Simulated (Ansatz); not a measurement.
A run for Ansatz (a program for electronic structure): U-B3LYP/def2-TZVPP on BO, 2S+1 = 2, a spin state set in the input, which need not be the lowest, a point of a bond scan (R = 1.205 Å).

Ansatz 0.2 input:
```yaml
crystal:
  periodic: [false, false, false]
  atoms:
    - {symbol: B, position_ang: [0.00000000, 0.00000000, 0.00000000]}
    - {symbol: O, position_ang: [0.00000000, 0.00000000, 1.20537500]}
basis:
  gaussian:
    orbitals: def2-TZVPP
    pivot_positions_ang: [[0.00000000, 0.00000000, 0.00000000], [0.00000000, 0.00000000, 1.20537500]]
hamiltonian:
  xc: {name: B3LYP}
magnetization: {spin_polarized: true, initial_magnetization: 1}
output: {forces: true, orbitals: {seedname: ./end}}
```

It printed:

```
WARN ansatz: RAYON_NUM_THREADS=2 ignored (pool sized by the plan → 2); use --threads N
Functional definition: B3LYP
integrals: 0.01 GiB planned
320 factors; their error is unknown
mean field: 0.14 GiB planned
mean field evaluation 1: about -2716.2865 eV, gradient 4.4e1 eV
mean field evaluation 2: about -2647.6318 eV, gradient 1.2e2 eV
mean field evaluation 4: about -2723.0025 eV, gradient 2.5e0 eV
mean field evaluation 8: about -2723.0321 eV, gradient 5.4e-2 eV
mean field evaluation 16: about -2723.0382 eV, gradient 4.7e-5 eV
mean field -2723.03823962 eV, -100.0698095645 hartree, gradient 4.7e-5 eV, S^2 0.757173; 0 other end points of the search recorded, 0 dependent functions left out
the calculation of the forces begins
reference -2723.03841276 eV, -100.0698159271 hartree; 7, 6 occupied and 55, 56 virtual orbitals, 320 factors
Total energy: -2723.03841276 eV, -100.0698159271 hartree
Atom 0 at     0.000000     0.000000     0.000000 Å, force    -0.000000    -0.000000     0.286428 eV/Å
Atom 1 at     0.000000     0.000000     1.205375 Å, force     0.000000     0.000000    -0.286428 eV/Å
Dipole moment:    -0.000000     0.000000    -0.497156 e Å
```

The run converged.

Cost: around 0.7 core-seconds (rough).
